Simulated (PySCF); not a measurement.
**How methods differ on the excitation energy of Cd**

Cd [Kr] 4d10 5s2 (1S) → Cd [Kr] 4d10 5s1 6s1 (3S), as a difference of total energies. Calculation: PySCF 2.14, in aug-cc-pVTZ-PP with ECP28MDF (6s6p5d3f2g, 88 functions); scalar relativity through the core potential. Correlated levels: valence: 4s2 4p6 frozen. The calculations carry no spin-orbit coupling.

```json
{"method": "UHF", "excitation energy (cm⁻¹)": "39836"}
{"method": "LDA", "excitation energy (cm⁻¹)": "54431"}
{"method": "PBE", "excitation energy (cm⁻¹)": "51309"}
{"method": "PBE0", "excitation energy (cm⁻¹)": "49271"}
{"method": "r2SCAN", "excitation energy (cm⁻¹)": "51044"}
{"method": "B2PLYP", "excitation energy (cm⁻¹)": "51781"}
{"method": "wB97M-V", "excitation energy (cm⁻¹)": "50794"}
{"method": "r2SCAN0", "excitation energy (cm⁻¹)": "49759"}
{"method": "PW91", "excitation energy (cm⁻¹)": "51748"}
{"method": "MP2 (valence)", "excitation energy (cm⁻¹)": "51163"}
{"method": "SCS-MP2 (valence)", "excitation energy (cm⁻¹)": "51307"}
```

Errors of the correlated levels include the incompleteness of this basis and the frozen core.

For comparison: 51484 cm⁻¹ (measured; NIST levels).
